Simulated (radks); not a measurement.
Species: the antimony ion Sb12+. Configuration: [Kr] 4d3. Method: scalar-relativistic Kohn-Sham, r2SCAN, spin-polarised, spherical densities, finite nucleus; open shells are filled with parallel spins first (spin-orbit coupling, left out, can overturn this in heavy ions); meta-GGA in the generalised Kohn-Sham scheme; Fermi nuclear charge, rms radius 4.6802 fm; computed with a radial shooting solver on a logarithmic mesh with Libxc functionals.

X-ray form factor f0, the Fourier transform of the density (f0(0) = 39):

sin(theta)/lambda (1/angstrom)  f0 (electrons)
0.05                                    38.814
0.1                                     38.265
0.15                                    37.385
0.2                                     36.222
0.25                                    34.836
0.3                                     33.293
0.4                                     29.996
0.5                                     26.783
0.6                                     23.936
0.8                                     19.619
1                                       16.651
1.25                                    13.739
1.5                                     11.218
2                                        7.591
